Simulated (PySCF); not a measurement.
KCl, SMILES [K][Cl]. The structure is a stationary point at PBE0-D3(BJ)/def2-TZVPD.

Level of theory: PBE0-D3(BJ)/def2-TZVPD (PySCF).

Harmonic wavenumbers (cm⁻¹): 270. Rotational constants (GHz): 3.745 (linear); symmetry number 1.

Problem. Work out the zero-point energy and the ideal-gas rigid-rotor harmonic-oscillator thermochemistry at 298.15 K and 1 atm.

Solution. ZPE = ½ Σ hcν = ½ × 270 cm⁻¹ = 0.39 kcal/mol. H − E(el) = 2.75 kcal/mol. Entropy in cal/(mol K): translation 38.84, rotation 16.72, vibration 1.59, total 57.16. G − E(el) = -14.29 kcal/mol. Cp = 8.68 cal/(mol K).
